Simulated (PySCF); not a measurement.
C6H13O (SMILES CC(C)[CH]C(C)O), doublet, geometry from GFN2-xTB. Base run: B3LYP/STO-3G (PySCF).

The PySCF input:
```python
from pyscf import gto, scf, dft

mol = gto.M(
    atom='''
C    -2.13401126   -1.15750947    0.89014235
C    -1.01991769   -0.58716968    0.01233565
C    -1.60292900    0.46154716   -0.96106109
C     0.04985495    0.02042341    0.83743466
C     1.42337374    0.31101235    0.34457205
C     1.96300372   -0.69874433   -0.66265601
O     1.47385920    1.59557992   -0.30265404
H    -2.58626910   -0.37155628    1.49133412
H    -1.73886860   -1.91818758    1.55937170
H    -2.90898146   -1.60755191    0.27401043
H    -0.60014975   -1.39612906   -0.59501737
H    -2.08518019    1.26142492   -0.40337419
H    -0.81171411    0.89063049   -1.56986026
H    -2.33956438   -0.00333957   -1.61238938
H    -0.24573898    0.49972992    1.75916002
H     2.10543560    0.34767732    1.21355023
H     1.37670832   -0.66517776   -1.57580281
H     1.93362914   -1.70003459   -0.24220522
H     2.98969439   -0.44243316   -0.90852479
H     1.04387866    2.24295108    0.26637435
''',
    basis='sto-3g',
    spin=1,
    verbose=4,
)

mf = dft.UKS(mol)
mf.xc = 'b3lyp'
mf.kernel()
mo_i, mo_e, stable_i, stable_e = mf.stability(internal=True, external=False, return_status=True, nroots=6, tol=1e-6)
print('internally stable:', stable_i, ' externally stable:', stable_e)
if not stable_i:
    umf = mf.copy()
    umf.scf_summary = {}
    umf.kernel(umf.make_rdm1(mo_i, mf.mo_occ))
```

The bond that is stretched is that between atoms 11 and 2. A test that says stable can miss a lower solution.

The base run was repeated with changes; each row names its change, and settings that it needs were set with it.

```
change       ΔE vs base (kcal/mol)  <S^2>                      stability test says
-----------  ---------------------  -----  ---------------------------------------
base                         0.000  0.755  internally stable (external not tested)
bond × 1.25                  19.99  0.755  internally stable (external not tested)
bond × 1.5                   56.95  0.759  internally stable (external not tested)
bond × 1.8                    95.8  0.977  internally stable (external not tested)
bond × 2.2                   116.9  1.341  internally stable (external not tested)
bond × 3.0                   131.4  0.750                     internal instability
```

On stretching, the SCF can end on different states; <S^2> shows the spin contamination of each.
